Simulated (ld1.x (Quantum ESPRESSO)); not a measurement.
LDA (PZ) TM dataset for mercury, scalar-relativistic all-electron reference.

ld1.x (Quantum ESPRESSO) 7.5 was run on this input:

```
&input
   title='Hg', zed=80., rel=1, dft='PZ', iswitch=3,
   config='[Xe] 4f14 5d10 6s2 6p0',
   nld=3, rlderiv=2.35, eminld=-3.0, emaxld=5.0, deld=0.02
 /
 &inputp
   pseudotype=2, tm=.true., lloc=2,
   nlcc=.true., new_core_ps=.true.,
   file_pseudopw='Hg.UPF', file_wfcaegen='ae.wfc', file_wfcncgen='nc.wfc', file_beta='beta', file_chi='chi'
 /
3
6S  1  0   2.00   0.00  2.05  2.05  0.0
6P  2  1   0.00   0.00  2.15  2.15  0.0
5D  3  2  10.00   0.00  1.70  1.70  0.0
 &test
   configts(1)='5d10 6s2 6p0'
 /
```

Command:

```bash
ld1.x < Hg.in > Hg.out
```

The program printed (shortened: banner, matrices, multipoles, cross overlaps and the repeated all-electron block are left out):

```
Program LD1 v.7.5
     --------------------------- All-electron run ----------------------------

     Hg
     scalar relativistic calculation

     atomic number is 80.00
     dft =PZ   lsd =0 sic =0 latt =0  beta=0.20 tr2=1.0E-14
     Exchange-correlation= PZ
                           (   1   1   0   0   0   0   0)
     mesh =1279 r(mesh) =  98.78773 a.u. xmin = -7.00 dx = 0.01250
     1 Ry =  13.60569312 eV, c = 137.03599908

     n l     nl                  e(Ry)          e(Ha)          e(eV)
     1 0     1S 1( 2.00)     -6109.3438     -3054.6719    -83121.8573
     2 0     2S 1( 2.00)     -1082.8652      -541.4326    -14733.1314
     2 1     2P 1( 6.00)      -934.0141      -467.0071    -12707.9094
     3 0     3S 1( 2.00)      -256.9428      -128.4714     -3495.8843
     3 1     3P 1( 6.00)      -213.9500      -106.9750     -2910.9376
     4 0     4S 1( 2.00)       -56.4439       -28.2220      -767.9587
     4 1     4P 1( 6.00)       -42.3466       -21.1733      -576.1554
     3 2     3D 1(10.00)      -168.6784       -84.3392     -2294.9862
     5 0     5S 1( 2.00)        -8.7140        -4.3570      -118.5599
     5 1     5P 1( 6.00)        -4.9068        -2.4534       -66.7598
     4 2     4D 1(10.00)       -25.6285       -12.8142      -348.6934
     4 3     4F 1(14.00)        -7.0805        -3.5402       -96.3346
     5 2     5D 1(10.00)        -0.7400        -0.3700       -10.0683
     6 0     6S 1( 2.00)        -0.5244        -0.2622        -7.1347
     6 1     6P 1( 0.00)        -0.0874        -0.0437        -1.1886

     final scf error:  6.5E-16 reached in  36 iterations

     Etot =  -39223.963748 Ry,  -19611.981874 Ha, -533669.213822 eV

     Ekin =   44033.292730 Ry,   22016.646365 Ha,  599103.468076 eV
     Encl =  -97747.049820 Ry,  -48873.524910 Ha,-1329916.363535 eV
     Eh   =   15209.031569 Ry,    7604.515785 Ha,  206929.416232 eV
     Exc  =    -719.238227 Ry,    -359.619113 Ha,   -9785.734594 eV

     normalization and overlap integrals

     s(1S/1S) =  1.000000  <r> =   0.0166  <r2> =    0.0004  r(max) =   0.0102
     s(2S/2S) =  1.000000  <r> =   0.0700  <r2> =    0.0058  r(max) =   0.0589
     s(2P/2P) =  1.000000  <r> =   0.0633  <r2> =    0.0049  r(max) =   0.0488
     s(3S/3S) =  1.000000  <r> =   0.1808  <r2> =    0.0374  r(max) =   0.1662
     s(3P/3P) =  1.000000  <r> =   0.1822  <r2> =    0.0385  r(max) =   0.1662
     s(4S/4S) =  1.000000  <r> =   0.3994  <r2> =    0.1801  r(max) =   0.3746
     s(4P/4P) =  1.000000  <r> =   0.4258  <r2> =    0.2060  r(max) =   0.3938
     s(3D/3D) =  1.000000  <r> =   0.1651  <r2> =    0.0319  r(max) =   0.1361
     s(5S/5S) =  1.000000  <r> =   0.9003  <r2> =    0.9094  r(max) =   0.8232
     s(5P/5P) =  1.000000  <r> =   1.0386  <r2> =    1.2205  r(max) =   0.9212
     s(4D/4D) =  1.000000  <r> =   0.4492  <r2> =    0.2331  r(max) =   0.4037
     s(4F/4F) =  1.000000  <r> =   0.4826  <r2> =    0.2811  r(max) =   0.3653
     s(5D/5D) =  1.000000  <r> =   1.5015  <r2> =    2.6971  r(max) =   1.1682
     s(6S/6S) =  1.000000  <r> =   2.6781  <r2> =    8.2407  r(max) =   2.2100
     s(6P/6P) =  1.000000  <r> =   4.3563  <r2> =   22.8163  r(max) =   3.2559

     ------------------------ End of All-electron run ------------------------

     --------------------- Generating NC pseudopotential ---------------------

      Generating local pot.: lloc=2, matching radius rcloc =   1.7000

      Computing core charge for nlcc:

       r > 0.98 : true rho core
      Core charge pseudized with two Bessel functions
      Integrated core pseudo-charge :  19.72

      Wfc   6S  rcut= 2.050  Using Troullier-Martins method

      Wfc   6P  rcut= 2.155  Using Troullier-Martins method

     ------------------- End of pseudopotential generation -------------------

     Computing logarithmic derivative in   2.33788
     Computing logarithmic derivative in   2.33788
     Computing the partial wave expansion
     R is outside the sphere for l=    0 j= 0.00
     R is outside the sphere for l=    1 j= 0.00
       no projector for channel:   2

     ---------------------- Testing the pseudopotential ----------------------

     Hg
     scalar relativistic calculation

     atomic number is 80.00   valence charge is 12.00
     dft =PZ   lsd =0 sic =0 latt =0  beta=0.20 tr2=1.0E-14
     mesh =1279 r(mesh) =  98.78773 xmin = -7.00 dx = 0.01250

     n l     nl             e AE (Ry)        e PS (Ry)    De AE-PS (Ry)
     3 2     5D   1(10.00)       -0.74000       -0.74001        0.00001
     1 0     6S   1( 2.00)       -0.52439       -0.52439        0.00000
     2 1     6P   1( 0.00)       -0.08736       -0.08736       -0.00000

     eps = 4.6E-15  iter = 11

     Etot =  -39223.963748 Ry,  -19611.981874 Ha, -533669.213822 eV
     Etotps =  -131.454454 Ry,     -65.727227 Ha,   -1788.528958 eV

     Ekin =      56.123646 Ry,      28.061823 Ha,     763.601105 eV
     Encl =    -202.128830 Ry,    -101.064415 Ha,   -2750.102832 eV
     Ehrt =      77.846243 Ry,      38.923121 Ha,    1059.152090 eV
     Ecxc =     -64.611070 Ry,     -32.305535 Ha,    -879.078385 eV
     (Ecc =     -47.162591 Ry,     -23.581296 Ha,    -641.679745 eV)
     Epseu=       1.315557 Ry,       0.657778 Ha,      17.899063 eV

     ---------------------- End of pseudopotential test ----------------------
```

Note: ghost states, extra bound levels that the all-electron valence spectrum of the same l lacks: s at -78.6 eV, p at -13.3 eV. A true bound ghost makes a file unfit for plane-wave use.

Generation and configuration tests took about 2.6 s on one core of a shared server CPU.
